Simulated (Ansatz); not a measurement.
Start from `FC[SiH2][InH2]` and change one atom or group to get `FC[SiH2][AlH][Cl]`.

Ansatz, PBE0-D4/def2-TZVP geometries, multiplicity 1. Each molecule was computed in one conformer, which needn't be the lowest. `FC[SiH2][AlH][Cl]` holds a close contact that its SMILES doesn't draw: Al···F 2.02 Å.

Elements past krypton have def2 core potentials.

```tsv
property	`FC[SiH2][InH2]`
size of the dipole moment (ωB97M-V/def2-TZVPP) / D	1.60
HOMO–LUMO gap (PBE0/def2-TZVPP) / eV	5.50
LUMO energy (PBE0/def2-TZVPP) / eV	-1.67
size of the dipole moment (B3LYP/def2-TZVPP) / D	1.63
LUMO energy (B3LYP/def2-TZVPP) / eV	-1.92
LUMO energy (ωB97M-V/def2-TZVPP) / eV	-0.16
```

Task: Give the same properties after the change, and the shifts. (Estimate.)

Result: Computed: 
```csv
property,`FC[SiH2][AlH][Cl]`,shift
size of the dipole moment (ωB97M-V/def2-TZVPP) / D,3.45,1.85
HOMO–LUMO gap (PBE0/def2-TZVPP) / eV,6.41,0.91
LUMO energy (PBE0/def2-TZVPP) / eV,-0.91,0.76
size of the dipole moment (B3LYP/def2-TZVPP) / D,3.47,1.84
LUMO energy (B3LYP/def2-TZVPP) / eV,-1.10,0.82
LUMO energy (ωB97M-V/def2-TZVPP) / eV,0.80,0.96
```

With PBE0 the HOMO falls by 0.14 eV and the LUMO rises by 0.76 eV, so the gap widens by about 0.90 eV. PBE moves the HOMO by -0.06 eV and ωB97M-V by -0.15 eV. Dipoles are sizes alone; their direction can turn.

Positive LUMOs are unbound, so they and the gaps depend on the basis.

B3LYP here is the variant with VWN-RPA as its local correlation; programs differ in this.
